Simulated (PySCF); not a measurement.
## Computed properties of Sb2, SMILES [Sb]#[Sb]

diantimony (Sb2), SMILES [Sb]#[Sb]. Coordinates come from a B3LYP-D3(BJ)/def2-TZVP optimisation. The def2 effective core potentials stand for the cores of Sb; spin–orbit coupling is left out. Other conformers were not sampled. All values are computed for the isolated molecule unless a solvent is named; none is compared with measurement here.

**Structure.** The optimised structure has D∞h symmetry. All 1 harmonic modes at B3LYP-D3(BJ)/def2-TZVP (PySCF) are real, so it is a minimum.

**Vibrations.** No mode carries more than 0.5 km/mol of infrared intensity. The softest mode is at 285 cm⁻¹ and the zero-point energy is 0.4 kcal/mol.

**Electronic structure.** r2SCAN/def2-TZVPD (PySCF) places the frontier levels at -6.03 and -3.49 eV, a gap of 2.54 eV, and gives a dipole moment of 0.00 D and a mean polarisability of 94.3 bohr³. PBE/def2-TZVPD (PySCF) at the same geometry gives -5.79 and -3.47 eV, so its gap is 0.22 eV narrower. An orbital gap is neither the optical nor the fundamental gap.

**Excitations.** TDDFT-CAM-B3LYP/def2-TZVPD (PySCF) has S1 at 1.80 eV (689 nm, f = 0.000, dark); the most intense of the 10 singlets computed lies at 5.85 eV (f = 0.41). Strengths of degenerate partners are summed. T1 (TDA) is at 1.25 eV. TDDFT-PBE/def2-TZVPD (PySCF) puts S1 at 2.31 eV.
